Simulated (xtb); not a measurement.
Job for xtb: GFN2-xTB on H3W (SMILES [WH3]), 2S+1 = 4, a spin state set in the input, which need not be the lowest.

```
$ xtb mol.xyz --gfn 2 --sp --chrg 0 --uhf 3
4

W      0.31477286     0.07090980    -0.16017400
H      0.57937055    -0.46589033     1.44870265
H     -0.49650906     1.58258241    -0.21825563
H     -0.45572207    -1.12053660    -1.12631717
```

Program output:

```
[...]
           -------------------------------------------------
          |                Calculation Setup                |
           -------------------------------------------------



           -------------------------------------------------
          |                 G F N 2 - x T B                 |
           -------------------------------------------------

        Reference                      10.1021/acs.jctc.8b01176
      * Hamiltonian:
        H0-scaling (s, p, d)           1.850000    2.230000    2.230000
        zeta-weighting                 0.500000
      * Dispersion:
        s8                             2.700000
        a1                             0.520000
        a2                             5.000000
        s9                             5.000000
      * Repulsion:
        kExp                           1.500000    1.000000
        rExp                           1.000000
      * Coulomb:
        alpha                          2.000000
        third order                    shell-resolved
        anisotropic                    true
        a3                             3.000000
        a5                             4.000000
        cn-shift                       1.200000
        cn-exp                         4.000000
        max-rad                        5.000000


          ...................................................
          :                      SETUP                      :
          :.................................................:
          :  # basis functions                  13          :
          :  # atomic orbitals                  12          :
          :  # shells                            6          :
          :  # electrons                         9          :
          :  max. iterations                   250          :
          :  Hamiltonian                  GFN2-xTB          :
          :  restarted?                      false          :
          :  GBSA solvation                  false          :
          :  PC potential                    false          :
          :  electronic temp.          300.0000000     K    :
          :  accuracy                    1.0000000          :
          :  -> integral cutoff          0.2500000E+02      :
          :  -> integral neglect         0.1000000E-07      :
          :  -> SCF convergence          0.1000000E-05 Eh   :
          :  -> wf. convergence          0.1000000E-03 e    :
          :  Broyden damping             0.4000000          :
          :  net charge                          0          :
          :  unpaired electrons                  3          :
          ...................................................

 iter      E             dE          RMSdq      gap      omega  full diag
   1     -3.8017211 -0.380172E+01  0.156E+01    0.96       0.0  T
   2     -2.0496936  0.175203E+01  0.599E+01    0.17       1.0  T
   3     -3.9044831 -0.185479E+01  0.530E+00    1.43       1.0  T
   4     -3.9069167 -0.243357E-02  0.544E+00    1.49       1.0  T
   5     -3.9205888 -0.136721E-01  0.369E+00    1.70       1.0  T
   6     -3.9232132 -0.262445E-02  0.286E+00    1.77       1.0  T
   7     -3.9295286 -0.631532E-02  0.144E+00    2.09       1.0  T
   8     -3.9288203  0.708210E-03  0.158E+00    2.14       1.0  T
   9     -3.9304935 -0.167311E-02  0.594E-01    2.23       1.0  T
  10     -3.9306652 -0.171769E-03  0.337E-01    2.25       1.0  T
  11     -3.9307143 -0.490639E-04  0.176E-01    2.27       1.0  T
  12     -3.9307440 -0.297157E-04  0.415E-02    2.27       1.2  T
  13     -3.9307444 -0.442875E-06  0.181E-02    2.27       2.8  T
  14     -3.9307447 -0.305831E-06  0.950E-03    2.26       5.3  T
  15     -3.9307448 -0.439346E-07  0.520E-03    2.27       9.6  T
  16     -3.9307448 -0.758017E-08  0.261E-03    2.27      19.1  T
  17     -3.9307448 -0.257415E-08  0.108E-04    2.27     462.3  T
  18     -3.9307448 -0.353717E-11  0.497E-05    2.27    1005.3  T

   *** convergence criteria satisfied after 18 iterations ***

         #    Occupation            Energy/Eh            Energy/eV
      -------------------------------------------------------------
         1        2.0000           -0.6026903             -16.4000
         2        2.0000           -0.4751913             -12.9306
         3        2.0000           -0.4751843             -12.9304
         4        1.0001           -0.4560036             -12.4085
         5        1.0000           -0.4401881             -11.9781
         6        1.0000           -0.4401763             -11.9778 (HOMO)
         7                         -0.3569224              -9.7124 (LUMO)
         8                         -0.3568859              -9.7114
         9                         -0.1616706              -4.3993
        10                          0.5422194              14.7545
        11                          0.6677649              18.1708
        12                          0.6679448              18.1757
      -------------------------------------------------------------
                  HL-Gap            0.0832538 Eh            2.2655 eV
             Fermi-level           -0.4319079 Eh          -11.7528 eV

 SCC (total)                   0 d,  0 h,  0 min,  0.001 sec
 SCC setup                      ...        0 min,  0.000 sec (  3.730%)
 Dispersion                     ...        0 min,  0.000 sec (  1.155%)
 classical contributions        ...        0 min,  0.000 sec (  0.685%)
 integral evaluation            ...        0 min,  0.000 sec ( 13.968%)
 iterations                     ...        0 min,  0.001 sec ( 66.111%)
 molecular gradient             ...        0 min,  0.000 sec ( 11.161%)
 printout                       ...        0 min,  0.000 sec (  2.755%)

         :::::::::::::::::::::::::::::::::::::::::::::::::::::
         ::                     SUMMARY                     ::
         :::::::::::::::::::::::::::::::::::::::::::::::::::::
         :: total energy              -3.921900624975 Eh    ::
         :: gradient norm              0.044929264975 Eh/a0 ::
         :: HOMO-LUMO gap              2.265451536882 eV    ::
         ::.................................................::
         :: SCC energy                -3.930744761784 Eh    ::
         :: -> isotropic ES           -0.037321480272 Eh    ::
         :: -> anisotropic ES         -0.000726884312 Eh    ::
         :: -> anisotropic XC          0.003417269652 Eh    ::
         :: -> dispersion             -0.000755433211 Eh    ::
         :: repulsion energy           0.008844136809 Eh    ::
         :: add. restraining           0.000000000000 Eh    ::
         :: total charge               0.000000000087 e     ::
         :::::::::::::::::::::::::::::::::::::::::::::::::::::

           -------------------------------------------------
          |                Property Printout                |
           -------------------------------------------------

    * Orbital Energies and Occupations

         #    Occupation            Energy/Eh            Energy/eV
      -------------------------------------------------------------
         1        2.0000           -0.6026903             -16.4000
         2        2.0000           -0.4751913             -12.9306
         3        2.0000           -0.4751843             -12.9304
         4        1.0001           -0.4560036             -12.4085
         5        1.0000           -0.4401881             -11.9781
         6        1.0000           -0.4401763             -11.9778 (HOMO)
         7                         -0.3569224              -9.7124 (LUMO)
         8                         -0.3568859              -9.7114
         9                         -0.1616706              -4.3993
        10                          0.5422194              14.7545
Note: The following floating-point exceptions are signalling: IEEE_DENORMAL
normal termination of xtb
        11                          0.6677649              18.1708
        12                          0.6679448              18.1757
      -------------------------------------------------------------
                  HL-Gap            0.0832538 Eh            2.2655 eV
             Fermi-level           -0.4319079 Eh          -11.7528 eV

     #   Z          covCN         q      C6AA      α(0)
     1  74 W        2.769    -0.331   608.195    54.392
     2   1 H        0.923     0.110     1.695     2.036
     3   1 H        0.923     0.110     1.695     2.036
     4   1 H        0.923     0.110     1.695     2.036

 Mol. C6AA /au·bohr⁶  :        810.838990
 Mol. C8AA /au·bohr⁸  :     106421.041466
 Mol. α(0) /au        :         60.499985


Wiberg/Mayer (AO) data.
largest (>0.10) Wiberg bond orders for each atom

 ---------------------------------------------------------------------------
     #   Z sym  total        # sym  WBO       # sym  WBO       # sym  WBO
 ---------------------------------------------------------------------------
     1  74 W    2.959 --     3 H    0.986     4 H    0.986     2 H    0.986
     2   1 H    0.987 --     1 W    0.986
     3   1 H    0.987 --     1 W    0.986
     4   1 H    0.987 --     1 W    0.986
 ---------------------------------------------------------------------------

Topologies differ in total number of bonds
Writing topology from bond orders to xtbtopo.mol

molecular dipole:
                 x           y           z       tot (Debye)
 q only:       -0.274      -0.045       0.122
   full:        0.869       0.143      -0.385       2.442
molecular quadrupole (traceless):
                xx          xy          yy          xz          yz          zz
 q only:       -1.243      -0.361       0.806       0.952       0.163       0.437
  q+dip:       -0.742      -0.152       0.461       0.490       0.059       0.281
   full:       -0.763      -0.158       0.474       0.505       0.062       0.289


           -------------------------------------------------
          | TOTAL ENERGY               -3.921900624975 Eh   |
          | GRADIENT NORM               0.044929264975 Eh/α |
          | HOMO-LUMO GAP               2.265451536882 eV   |
           -------------------------------------------------

------------------------------------------------------------------------
------------------------------------------------------------------------
 total:
 SCF:
```

The run finished.

Cost: roughly 0.020 core-seconds.
